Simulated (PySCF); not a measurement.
C₇H₈O.
Numbering: `[CH2:1]=[CH:2][C:3]1=[C:4]([CH3:5])[CH2:6][C:7]1=[O:8]` (hydrogens: H9, H10 on C1; H11 on C2; H12, H13, H14 on C5; H15, H16 on C6)

A PySCF run (density fitting, gas phase, GFN2-xTB geometry) gave HOMO -6.92 eV, LUMO -1.44 eV, dipole 4.13 D.

Question: Which of these levels was it?
A. PBE0/def2-SVPD
B. B97-D/6-31G
C. PBE0/6-31G-J
D. LDA/6-31G
E. CAM-B3LYP/pcSseg-1

Answer: A. It is PBE0/def2-SVPD. All candidates on this geometry:

| level and settings | kind | basis functions | SCF cycles | E (Eh) | HOMO (eV) | LUMO (eV) | dipole (D) |
| --- | --- | --- | --- | --- | --- | --- | --- |
| LDA/6-31G, damping 0.3 at the start, DIIS from the seventh cycle | LDA | 88 | 26 | -343.5694 | -5.42 | -2.22 | 3.93 |
| B97-D/6-31G, grid level 4, start guess atom | GGA | 88 | 13 | -346.3672 | -5.32 | -1.95 | 3.86 |
| PBE0/def2-SVPD | global hybrid | 227 | 14 | -346.0822 | -6.92 | -1.44 | 4.13 |
| PBE0/6-31G-J | global hybrid | 128 | 14 | -346.2732 | -6.69 | -1.21 | 4.02 |
| CAM-B3LYP/pcSseg-1, fitting basis def2-universal-jkfit | range-separated hybrid | 176 | 12 | -346.5022 | -8.05 | -0.24 | 3.97 |

The nearest other candidate, by the summed differences of HOMO and LUMO, is PBE0/6-31G-J: its HOMO differs by +0.23 eV and its LUMO by +0.23 eV. B97-D ran without the empirical dispersion term, which would shift the total energy alone. Cycle counts include a coarse-grid stage where the run had one.

Shape of the structure used: `[CH2:1]=[CH:2][C:3]1=[C:4]([CH3:5])[CH2:6][C:7]1=[O:8]`: C1–C2–C3–C4 -178°.
